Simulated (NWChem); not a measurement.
System: hydrogen telluride (H2Te); SMILES [TeH2]

Input file for NWChem:

```
start job
memory heap 200 mb stack 900 mb global 1100 mb
geometry units angstroms noautoz
  Te     0.000000     0.000000     0.033963
  H      0.000000    -1.174311    -1.133316
  H      0.000000     1.174311    -1.133316
end
basis spherical
  * library def2-svpd
end
ecp
  Te library def2-ecp
end
dft
  xc pbe0
  iterations 150
  mulliken
end
task dft gradient
```

NWChem printed, in part:

```
             Northwest Computational Chemistry Package (NWChem) 7.3.0
             --------------------------------------------------------

 C2V symmetry detected

                             Geometry "geometry" -> ""
                             -------------------------

 Output coordinates in angstroms (scale by  1.889725989 to convert to a.u.)

  No.       Tag          Charge          X              Y              Z
 ---- ---------------- ---------- -------------- -------------- --------------
    1 Te                  52.0000     0.00000000     0.00000000     0.04323256
    2 H                    1.0000     1.17431100     0.00000000    -1.12404644
    3 H                    1.0000    -1.17431100     0.00000000    -1.12404644

 Effective nuclear repulsion energy (a.u.)      33.4634520555

      Symmetry information
      --------------------

 Group name             C2v
 Group number             16
 Group order               4
 No. of unique centers     2

                                 NWChem DFT Module
                                 -----------------

 Summary of "ao basis" -> "ao basis" (spherical)
 ------------------------------------------------------------------------------
       Tag                 Description            Shells   Functions and Types
 ---------------- ------------------------------  ------  ---------------------
 Te                        def2-svpd                13       35   5s5p3d
 H                         def2-svpd                 4        8   2s2p

      Symmetry analysis of basis
      --------------------------

        a1         22
        a2          5
        b1         14
        b2         10

            General Information
            -------------------
          SCF calculation type: DFT
          Wavefunction type:  closed shell.
          No. of atoms     :     3
          No. of electrons :    26
           Alpha electrons :    13
            Beta electrons :    13
          Charge           :     0
          Spin multiplicity:     1
          Use of symmetry is: on ; symmetry adaption is: on
          Maximum number of iterations: 150
          AO basis - number of functions:    51
                     number of shells:    21
          Convergence on energy requested:  1.00D-06
          Convergence on density requested:  1.00D-05
          Convergence on gradient requested:  5.00D-04

              XC Information
              --------------
                         PBE0 Method XC Functional
                     Hartree-Fock (Exact) Exchange  0.250
          PerdewBurkeErnzerhof Exchange Functional  0.750
            Perdew 1991 LDA Correlation Functional  1.000 local
           PerdewBurkeErnz. Correlation Functional  1.000 non-local

             Grid Information
             ----------------
          Grid used for XC integration:  medium
          Radial quadrature: Mura-Knowles
          Angular quadrature: Lebedev.
          Tag              B.-S. Rad. Rad. Pts. Rad. Cut. Ang. Pts.
          ---              ---------- --------- --------- ---------
          Te                  1.40      123          10.0       590
          H                   0.35       45           9.0       434
          Grid pruning is: on
          Number of quadrature shells:   168
          Spatial weights used:  Erf1

      Superposition of Atomic Density Guess
      -------------------------------------

 Sum of atomic energies:        -312.22018765

      Non-variational initial energy
      ------------------------------

 Total energy =    -268.021427
 1-e energy   =    -498.422045
 2-e energy   =     214.834625
 HOMO         =      -0.258801
 LUMO         =       0.022283

      Symmetry analysis of molecular orbitals - initial
      -------------------------------------------------

  Numbering of irreducible representations:

     1 a1          2 a2          3 b1          4 b2

  Orbital symmetries:

     1 a1          2 b1          3 a1          4 b2          5 b1
     6 a1          7 a1          8 a2          9 b2         10 a1
    11 b1         12 a1         13 b2         14 b1         15 a1
    16 a1         17 b1         18 b2         19 a1         20 a1
    21 a2         22 b2         23 a1

     ---------------------------------------------
      Total Density - Mulliken Population Analysis
     ---------------------------------------------

    Atom       Charge   Shell Charges
 -----------   ------   -------------------------------------------------------
    1 Te  24    24.29   1.77  0.27  1.19  0.66  0.01  2.88  3.16  2.17  2.06  0.07  9.84  0.20  0.01
    2 H    1     0.86   0.57  0.25  0.01  0.02
    3 H    1     0.86   0.57  0.25  0.01  0.02

   convergence    iter        energy       DeltaE   RMS-Dens  Diis-err
 ---------------- ----- ----------------- --------- --------- ---------
 d= 0,ls=0.0,diis     1   -269.1927595745 -2.85D+02  1.05D-02  7.27D-02
 d= 0,ls=0.0,diis     2   -269.2031163402 -1.04D-02  3.52D-03  2.07D-02
 d= 0,ls=0.0,diis     3   -269.2072467049 -4.13D-03  1.08D-03  2.02D-03
 d= 0,ls=0.0,diis     4   -269.2076845825 -4.38D-04  2.62D-04  8.57D-05
 d= 0,ls=0.0,diis     5   -269.2076948605 -1.03D-05  2.31D-05  1.25D-06
 d= 0,ls=0.0,diis     6   -269.2076950945 -2.34D-07  2.54D-06  3.42D-09

         Total DFT energy =     -269.207695094459
      One electron energy =     -499.265608279972
           Coulomb energy =      235.969583291422
    Exchange-Corr. energy =      -21.477663169878
 Nuclear repulsion energy =       15.565993063969

 Numeric. integr. density =       26.000027074395

                  Occupations of the irreducible representations
                  ----------------------------------------------

                     irrep           alpha         beta
                     --------     --------     --------
                     a1                6.0          6.0
                     a2                1.0          1.0
                     b1                3.0          3.0
                     b2                3.0          3.0

                       DFT Final Molecular Orbital Analysis
                       ------------------------------------

 Vector   11  Occ=2.000000D+00  E=-4.016546D-01  Symmetry=b1
              MO Center= -1.5D-15, -2.7D-16, -6.4D-01, r^2= 2.2D+00
   Bfn.  Coefficient  Atom+Function         Bfn.  Coefficient  Atom+Function
  ----- ------------  ---------------      ----- ------------  ---------------
    12      0.429103  1 Te px                36      0.308869  2 H  s
    44     -0.308869  3 H  s                 15      0.229369  1 Te px
     9     -0.173004  1 Te px                 6     -0.136537  1 Te px
    37      0.132702  2 H  s                 45     -0.132702  3 H  s
    24     -0.093928  1 Te d  1              29      0.068865  1 Te d  1

 Vector   12  Occ=2.000000D+00  E=-3.480540D-01  Symmetry=a1
              MO Center=  2.8D-16, -4.6D-16, -1.9D-02, r^2= 2.4D+00
   Bfn.  Coefficient  Atom+Function         Bfn.  Coefficient  Atom+Function
  ----- ------------  ---------------      ----- ------------  ---------------
    14      0.467967  1 Te pz                 3      0.356346  1 Te s
     4      0.297597  1 Te s                 17      0.266789  1 Te pz
    36     -0.233081  2 H  s                 44     -0.233081  3 H  s
    11     -0.187496  1 Te pz                37     -0.151044  2 H  s
    45     -0.151044  3 H  s                  8     -0.147515  1 Te pz

 Vector   13  Occ=2.000000D+00  E=-2.406904D-01  Symmetry=b2
              MO Center= -1.6D-15,  1.4D-15, -1.1D-02, r^2= 2.4D+00
   Bfn.  Coefficient  Atom+Function         Bfn.  Coefficient  Atom+Function
  ----- ------------  ---------------      ----- ------------  ---------------
    13      0.596740  1 Te py                16      0.499340  1 Te py
    10     -0.232260  1 Te py                 7     -0.181637  1 Te py
    19      0.040372  1 Te py                42      0.031708  2 H  py
    50      0.031708  3 H  py

 Vector   14  Occ=0.000000D+00  E=-2.704431D-02  Symmetry=b1
              MO Center= -7.4D-15, -3.9D-16, -3.0D-03, r^2= 4.2D+00
   Bfn.  Coefficient  Atom+Function         Bfn.  Coefficient  Atom+Function
  ----- ------------  ---------------      ----- ------------  ---------------
    15      0.435986  1 Te px                12      0.382060  1 Te px
    34     -0.286308  1 Te d  1              37     -0.254428  2 H  s
    45      0.254428  3 H  s                 36     -0.247731  2 H  s
    44      0.247731  3 H  s                 29     -0.164830  1 Te d  1
     9     -0.145213  1 Te px                24      0.137980  1 Te d  1

 Vector   15  Occ=0.000000D+00  E=-1.089882D-02  Symmetry=a1
              MO Center= -1.4D-13, -2.2D-15, -3.1D-01, r^2= 7.1D+00
   Bfn.  Coefficient  Atom+Function         Bfn.  Coefficient  Atom+Function
  ----- ------------  ---------------      ----- ------------  ---------------
     5      1.200137  1 Te s                  4     -0.612643  1 Te s
     3     -0.394218  1 Te s                 14      0.266808  1 Te pz
    35      0.161276  1 Te d  2               2      0.157908  1 Te s
    36      0.151617  2 H  s                 44      0.151617  3 H  s
     1      0.143371  1 Te s                 17      0.141305  1 Te pz

 Vector   16  Occ=0.000000D+00  E= 3.656251D-02  Symmetry=b1
              MO Center=  1.2D-12, -7.8D-16, -1.1D-01, r^2= 1.6D+01
   Bfn.  Coefficient  Atom+Function         Bfn.  Coefficient  Atom+Function
  ----- ------------  ---------------      ----- ------------  ---------------
    18      1.186685  1 Te px                15     -0.362849  1 Te px
    12     -0.203947  1 Te px                34      0.108272  1 Te d  1
     9      0.075106  1 Te px                 6      0.057633  1 Te px
    37     -0.044093  2 H  s                 45      0.044093  3 H  s
    29     -0.032572  1 Te d  1

     ---------------------------------------------
      Total Density - Mulliken Population Analysis
     ---------------------------------------------

    Atom       Charge   Shell Charges
 -----------   ------   -------------------------------------------------------
    1 Te  24    24.06   1.77  0.27  1.30  0.57  0.01  2.88  3.15  2.22  1.74  0.05  9.81  0.26  0.01
    2 H    1     0.97   0.67  0.25  0.02  0.03
    3 H    1     0.97   0.67  0.25  0.02  0.03

     -------------------------------------------
      Total Density - Lowdin Population Analysis
     -------------------------------------------

    Atom       Charge   Shell Charges
 -----------   ------   -------------------------------------------------------
    1 Te  24    23.41   1.23  0.74  0.83  0.48  0.15  2.73  3.18  2.03  1.72  0.19  9.55  0.52  0.05
    2 H    1     1.30   0.57  0.35  0.04  0.34
    3 H    1     1.30   0.57  0.35  0.04  0.34

     Multipole analysis of the density
     ---------------------------------

     L   x y z        total         alpha         beta         nuclear
     -   - - -        -----         -----         ----         -------
     0   0 0 0     -0.000000    -13.000000    -13.000000     26.000000

     1   1 0 0     -0.000000     -0.000000     -0.000000      0.000000
     1   0 1 0     -0.000000     -0.000000     -0.000000      0.000000
     1   0 0 1     -0.081181      1.103177      1.103177     -2.287535

     2   2 0 0    -19.153630    -14.501335    -14.501335      9.849041
     2   1 1 0     -0.000000     -0.000000     -0.000000      0.000000
     2   1 0 1      0.000000      0.000000      0.000000      0.000000
     2   0 2 0    -23.316880    -11.658440    -11.658440      0.000000
     2   0 1 1      0.000000      0.000000      0.000000      0.000000
     2   0 0 2    -20.072457    -14.628292    -14.628292      9.184128

            General Information
            -------------------
          SCF calculation type: DFT
          Wavefunction type:  closed shell.
          No. of atoms     :     3
          No. of electrons :    26
           Alpha electrons :    13
            Beta electrons :    13
          Charge           :     0
          Spin multiplicity:     1
          Use of symmetry is: on ; symmetry adaption is: on
          Maximum number of iterations: 150
          AO basis - number of functions:    51
                     number of shells:    21
          Convergence on energy requested:  1.00D-06
          Convergence on density requested:  1.00D-05
          Convergence on gradient requested:  5.00D-04

              XC Information
              --------------
                         PBE0 Method XC Functional
                     Hartree-Fock (Exact) Exchange  0.250
          PerdewBurkeErnzerhof Exchange Functional  0.750
            Perdew 1991 LDA Correlation Functional  1.000 local
           PerdewBurkeErnz. Correlation Functional  1.000 non-local

             Grid Information
             ----------------
          Grid used for XC integration:  medium
          Radial quadrature: Mura-Knowles
          Angular quadrature: Lebedev.
          Tag              B.-S. Rad. Rad. Pts. Rad. Cut. Ang. Pts.
          ---              ---------- --------- --------- ---------
          Te                  1.40      123          10.0       590
          H                   0.35       45           9.0       434
          Grid pruning is: on
          Number of quadrature shells:   168
          Spatial weights used:  Erf1

          Convergence Information
          -----------------------
          Convergence aids based upon iterative change in
          total energy or number of iterations.
          Levelshifting, if invoked, occurs when the
          HOMO/LUMO gap drops below (HL_TOL):  1.00D-02
          DIIS, if invoked, will attempt to extrapolate
          using up to (NFOCK): 10 stored Fock matrices.

                    Damping( 0%)  Levelshifting(0.5)       DIIS
                  --------------- ------------------- ---------------
          dE  on:    start            ASAP                start
          dE off:    2 iters        150 iters           150 iters

                            NWChem DFT Gradient Module
                            --------------------------

  charge          =   0.00
  wavefunction    = closed shell

  Using symmetry

                         DFT ENERGY GRADIENTS

    atom               coordinates                        gradient
                 x          y          z           x          y          z
   1 Te      0.000000   0.000000   0.081698    0.000000   0.000000  -0.003337
   2 H       2.219126   0.000000  -2.124140   -0.001668   0.000000   0.001669
   3 H      -2.219126   0.000000  -2.124140    0.001668   0.000000   0.001669
```

Level: PBE0/def2-SVPD with def2 effective core potentials on Te. The geometry was optimised at PBE0-D3(BJ)/def2-TZVP. def2 effective core potentials on Te; no spin-orbit coupling.
